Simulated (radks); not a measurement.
Results of a calculation; reference values are marked as such.
Ionisation of K, [Ar] 4s1, to K+, [Ar], under several functionals. Non-relativistic Kohn-Sham, spin-polarised, spherical densities, point nucleus; open shells are filled with parallel spins first; a radial shooting solver on a logarithmic mesh with Libxc functionals. The NIST Atomic Spectra Database gives 4.341 eV (measured). Rank these functionals by the error of their Delta-SCF ionisation energy: HCTH/407; PBEsol; OLYP; PBE; BLYP; LDA (Slater exchange, Perdew-Wang correlation); RPBE; exchange-only B88; revPBE; SOGGA.

Answer. From best to worst: SOGGA 4.321 eV (-0.020); PBEsol 4.374 eV (+0.033); OLYP 4.298 eV (-0.043); HCTH/407 4.298 eV (-0.043); revPBE 4.392 eV (+0.052); RPBE 4.426 eV (+0.086); BLYP 4.438 eV (+0.097); PBE 4.449 eV (+0.109); exchange-only B88 4.179 eV (-0.161); LDA (Slater exchange, Perdew-Wang correlation) 4.529 eV (+0.189).
